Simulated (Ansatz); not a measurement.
Gas-phase electronic energies from Ansatz, PBE0-D4/def2-TZVP geometries. CCSD(T)/CBS is the MP2 limit (def2-TZVPP, def2-QZVPP) plus CCSD(T) − MP2 in def2-TZVPP, frozen cores. Functionals use def2-TZVPP. B3LYP here is the variant with VWN-RPA as its local correlation; programs differ in this. For Ga outer-core shells are correlated without core-valence functions, which leaves a few kJ/mol of doubt a bond. Scalar relativity is left out up to krypton. One conformer a species, not always the lowest.

Consider the redistribution: `CC[O][GaH][F]` + `B[SiH2]CN` → `[BH2][GaH][O]CC` + `NC[SiH2]F`.

`CC[O][GaH][F]`:

Z-matrix (Å, degrees):
```
C
C 1 1.512
H 1 1.092 2 110.6
H 1 1.093 2 110.6 3 -120.1
H 1 1.094 2 110.7 3 120.6
O 2 1.416 1 112.0 3 -55.7
H 2 1.097 1 109.7 3 -179.4
H 2 1.095 1 110.1 3 62.7
Ga 6 1.766 2 123.1 1 -77.1
F 9 1.758 6 113.6 2 -3.9
H 9 1.538 6 125.3 2 177.1
```

`B[SiH2]CN`:

Z-matrix (Å, degrees):
```
Si
C 1 1.887
B 1 2.009 2 114.5
H 1 1.500 2 108.2 3 118.1
H 1 1.491 2 110.3 3 -125.6
N 2 1.457 1 111.4 3 -175.8
H 2 1.096 1 107.1 3 65.4
H 2 1.103 1 108.3 3 -48.5
H 3 1.197 1 123.2 2 8.5
H 3 1.197 1 119.9 2 -172.9
H 6 1.012 2 111.0 1 59.1
H 6 1.012 2 111.4 1 178.4
```

`[BH2][GaH][O]CC`:

```xyz
13

B    -0.541    1.396   -2.912
Ga   -0.889    0.967   -0.910
O     0.529    0.317   -0.029
C     0.499   -0.074    1.321
C     0.612   -1.576    1.456
H    -0.736    0.587   -3.772
H    -0.151    2.470   -3.268
H    -2.170    1.110   -0.005
H     1.341    0.407    1.836
H    -0.419    0.274    1.820
H     1.517   -1.935    0.959
H     0.655   -1.870    2.508
H    -0.247   -2.073    0.997
```

`NC[SiH2]F`:

```xyz
10

N    -0.452    1.392   -0.047
C     0.428    0.317   -0.503
Si   -0.192   -1.217    0.368
F     0.831   -2.438    0.161
H    -0.243    1.653    0.907
H    -0.358    2.223   -0.616
H     0.283    0.174   -1.578
H     1.503    0.488   -0.351
H    -0.289   -0.956    1.828
H    -1.509   -1.635   -0.168
```

```csv
level,ΔE (kJ/mol),difference from CCSD(T)/CBS
PBE0-D4,-44.4,10.6
B3LYP-D4,-49.4,5.6
ωB97X-V,-45.9,9.1
PBE,-40.9,14.1
PBE0,-45.5,9.5
SCS-MP2/def2-TZVPP,-50.2,4.8
SCS-MP2/def2-QZVPP,-53.3,1.7
HF/CBS(def2),-54.6,0.4
MP2/CBS(def2),-56.9,-1.9
CCSD/CBS(def2),-57.2,-2.2
CCSD(T)/CBS,-55.0,0
```

Largest T1 diagnostic among the species: 0.014.

In def2-TZVPP, CCSD(T) changes the Hartree–Fock value by +6.8 kJ/mol (the triples alone add +2.2 kJ/mol) and MP2 by +4.9 kJ/mol. From PBE to PBE0 (25 % exact exchange), in def2-TZVPP and without D4, ΔE moves by −4.6 kJ/mol.

CCSD(T)/CBS has its own doubt, a few kJ/mol and more with outer-core shells, so smaller differences from it don't rank the levels.
